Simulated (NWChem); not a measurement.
C$_{4}$H$_{2}$F$_{2}$O; SMILES C#CC(F)(F)C=O

```xyz
9

C      1.1423    -2.2052    -0.0132
C      0.4210    -1.2361     0.0322
C     -0.3811    -0.0097     0.0429
F     -0.7553     0.3148     1.2869
F     -1.4968    -0.1714    -0.7110
C      0.4143     1.1567    -0.5795
O      0.8582     2.0516     0.0703
H      1.7726    -3.0766    -0.0434
H      0.5242     1.0701    -1.6887
```
Atoms are numbered in this order, from 1.

All runs: NWChem. Pople sets run with spherical d functions. Structure relaxed at the PBE0/def2-SVP level. Level: B3LYP/6-31G* with COSMO at NWChem's default radii, gas-phase geometry; rows give the dielectric constant.

| dielectric constant | electrostatic solvation energy (kcal/mol) | dipole in solution (D) |
|---|---|---|
| 3.9 | -3.9 | (withheld) |
| 4.8 | -4.2 | 3.55 |
| 7.6 | -4.7 | 3.63 |
| 37.5 | -5.4 | 3.73 |
| 78.4 | -5.5 | 3.74 |

Q: Some entries are withheld; supply them.

A: 
- 3.9, dipole in solution (D): 3.51
